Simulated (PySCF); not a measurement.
ClK, charge +1, multiplicity 2. Atoms are numbered in the order given.

```xyz
2

K      0.0000     0.0000    -1.5675
Cl     0.0000     0.0000     1.7519
```
Charge +1, spin multiplicity 2.

The structure is a stationary point at B3LYP-D3(BJ)/def2-TZVPD. The spin state was assumed, not searched.

These are CAM-B3LYP/def2-TZVPD in PySCF values and carry that method's errors.

Mulliken values depend strongly on the basis, most of all with diffuse functions as here. ESP charges are fitted to the potential on shells at 1.4 to 2.0 van der Waals radii. Atomic charges (e):

| atom | meta-Löwdin | Mulliken | ESP fit | Mulliken spin |
|---|---|---|---|---|
| K1 | 0.97 | 0.99 | 0.92 | 0.00 |
| Cl2 | 0.03 | 0.01 | 0.08 | 1.00 |
